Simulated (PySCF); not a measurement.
ECD: SMILES CN(C)/C1=C\CCCCCC1, C₁₀H₁₉N

Geometry:
| atom | x (Å) | y (Å) | z (Å) |
| --- | --- | --- | --- |
| C1 | 1.653 | -0.005 | 0.607 |
| N2 | 0.647 | 1.009 | 0.785 |
| C3 | 0.988 | 2.030 | 1.740 |
| C4 | -0.351 | 1.169 | -0.163 |
| C5 | -0.847 | 0.154 | -0.921 |
| C6 | -1.032 | -1.251 | -0.447 |
| C7 | -2.414 | -1.317 | 0.232 |
| C8 | -2.692 | -0.183 | 1.232 |
| C9 | -3.206 | 1.164 | 0.662 |
| C10 | -2.299 | 2.397 | 0.779 |
| C11 | -1.108 | 2.465 | -0.199 |
| H12 | 1.547 | -0.858 | 1.303 |
| H13 | 2.656 | 0.429 | 0.765 |
| H14 | 1.606 | -0.392 | -0.421 |
| H15 | 1.775 | 2.720 | 1.372 |
| H16 | 0.114 | 2.627 | 2.023 |
| H17 | 1.367 | 1.563 | 2.664 |
| H18 | -1.553 | 0.464 | -1.698 |
| H19 | -0.268 | -1.546 | 0.287 |
| H20 | -0.985 | -1.996 | -1.260 |
| H21 | -3.202 | -1.304 | -0.543 |
| H22 | -2.518 | -2.290 | 0.746 |
| H23 | -3.449 | -0.556 | 1.942 |
| H24 | -1.787 | -0.010 | 1.840 |
| H25 | -3.503 | 1.030 | -0.392 |
| H26 | -4.138 | 1.422 | 1.190 |
| H27 | -1.933 | 2.461 | 1.819 |
| H28 | -2.914 | 3.300 | 0.629 |
| H29 | -0.492 | 3.353 | 0.015 |
| H30 | -1.502 | 2.590 | -1.219 |

Computed, not measured: TDDFT CAM-B3LYP/def2-SVP circular dichroism and optical rotation, one conformer, gas phase (PySCF 2.14.0). Geometry: PBE0-D3(BJ)/def2-SVP.

States above about 6.1 eV (minus the energy of the highest occupied orbital) lie near or above the ionisation threshold and depend on the basis. No stereocentre is labelled: unless the shape is locked (an allene, a helicene, a hindered biaryl), the mirror image is equally populated and a measured rotation or CD is zero.

(1) List the lowest 12 singlet excitations with oscillator and rotatory strengths.

## Answers

(1) Rotatory strengths R in 10⁻⁴⁰ esu² cm², velocity form and length form (origin at the centre of mass); f in length form.
| state | E (eV) | λ (nm) | f | R (velocity) | R (length) | main |
| --- | --- | --- | --- | --- | --- | --- |
| 1 | 5.29 | 234 | 0.201 | -11.3 | -5.7 | HOMO→LUMO 0.95 |
| 2 | 5.92 | 209 | 0.018 | -33.3 | -37.1 | HOMO→LUMO+1 0.93 |
| 3 | 6.38 | 194 | 0.078 | -39.2 | -42.6 | HOMO→LUMO+2 0.71, HOMO→LUMO+4 0.22 |
| 4 | 6.64 | 187 | 0.024 | -17.0 | -15.6 | HOMO→LUMO+3 0.89 |
| 5 | 7.15 | 174 | 0.005 | +19.2 | +20.2 | HOMO→LUMO+4 0.60, HOMO→LUMO+2 0.18 |
| 6 | 7.35 | 169 | 0.026 | -23.3 | -23.4 | HOMO→LUMO+6 0.55, HOMO→LUMO+7 0.28 |
| 7 | 7.62 | 163 | 0.018 | +21.8 | +20.4 | HOMO→LUMO+5 0.84 |
| 8 | 7.66 | 162 | 0.011 | -16.5 | -18.5 | HOMO→LUMO+7 0.38, HOMO→LUMO+6 0.29 |
| 9 | 7.74 | 160 | 0.018 | -13.6 | -14.9 | HOMO→LUMO+8 0.45, HOMO→LUMO+7 0.22 |
| 10 | 7.89 | 157 | 0.004 | -5.3 | -8.9 | HOMO→LUMO+9 0.53, HOMO→LUMO+10 0.16 |
| 11 | 7.97 | 156 | 0.062 | -13.2 | -13.7 | HOMO−1→LUMO 0.45, HOMO→LUMO+9 0.25 |
| 12 | 8.08 | 153 | 0.037 | -3.7 | -3.9 | HOMO→LUMO+10 0.35, HOMO−1→LUMO 0.35 |

Among the states computed, the strongest CD band (largest |R|) is state 3. The largest dissymmetry factor in size, g = 4R/(D+G), with D and G the electric and magnetic dipole strengths, is +0.048 for state 5 (velocity form, f = 0.004), among bands with |R| over 0.5. The mirror image has the same energies and oscillator strengths and all R with the opposite sign.
